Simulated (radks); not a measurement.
Results of a calculation; reference values are marked as such.
Task: Ionisation of neutral promethium, [Xe] 4f5 6s2, to Pm+, [Xe] 4f5 6s1, under several functionals. Dirac Kohn-Sham, spin-unpolarised, spherical densities, finite nucleus; open shells fill j = l - 1/2 first; a radial shooting solver on a logarithmic mesh with Libxc functionals. Known Delta-SCF values: revPBE 5.789 eV; B86b exchange with PBE correlation 5.893 eV; AM05 5.822 eV. What does RPBE give, and what is its highest occupied eigenvalue?

Result: 5.772 eV by Delta-SCF; the 4f5/2 eigenvalue is -2.227 eV. NIST: 5.582 eV (measured).

Beside tabulated values, note that spin-unpolarised runs miss the spin-polarisation part of the exchange energy of open shells.
